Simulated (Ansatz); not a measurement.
Consider the ligand exchange at the Nb–O bond: `[NH2][Nb](=[O])([OH])[OH]` + HCl → `[NH2][Nb](=[O])([OH])[Cl]` + H₂O.

Gas-phase electronic energies from Ansatz, PBE0-D4/def2-TZVP geometries. CBS: MP2 limit from def2 TZ/QZ plus the TZ coupled-cluster correction, frozen cores. This one scheme is used for every species. Functionals use def2-TZVPP. B3LYP here is the variant with VWN-RPA as its local correlation; programs differ in this. def2 core potentials past Kr. For Nb outer-core shells are correlated without core-valence functions, which leaves a few kJ/mol of doubt a bond. Each species was taken in one conformer, which may not be the lowest.

| level | ΔE (kJ/mol) | difference from CCSD(T)/CBS |
| --- | --- | --- |
| LDA (SPW92) | -44.0 | 8.9 |
| PBE0-D4 | -52.4 | 0.5 |
| BHLYP-D4 | -49.8 | 3.1 |
| ωB97X-V | -44.7 | 8.2 |
| PBE-QIDH | -55.6 | -2.7 |
| r2SCAN | -49.5 | 3.4 |
| B3LYP | -45.0 | 7.9 |
| r2SCANh | -50.5 | 2.4 |
| r2SCAN0 | -51.7 | 1.2 |
| BHLYP | -46.7 | 6.2 |
| RPA@PBE/def2-TZVPP | -46.5 | 6.4 |
| CCSD(T)/def2-SVP | -42.3 | 10.6 |
| HF/def2-TZVPP | -47.2 | 5.7 |
| MP2/def2-QZVPP | -61.3 | -8.4 |
| HF/CBS(def2) | -48.0 | 4.9 |
| CCSD/CBS(def2) | -50.2 | 2.7 |
| CCSD(T)/CBS | -52.9 | 0 |

Largest T1 diagnostic among the species: 0.022, so the coupled-cluster value is less sure than usual.

Leaving LDA and LC-ωPBE aside and taking each functional with its dispersion term where it has one, the values, not all of them listed here, spread over 13.8 kJ/mol, from PBE-QIDH to CAM-B3LYP-D4. LDA lies +3.9 kJ/mol from PBE without D4. At CCSD(T), def2-SVP lies +10.6 kJ/mol from the extrapolated value and def2-TZVPP +2.9 kJ/mol. From BLYP to BHLYP (50 % exact exchange), in def2-TZVPP and without D4, ΔE moves by −4.4 kJ/mol.
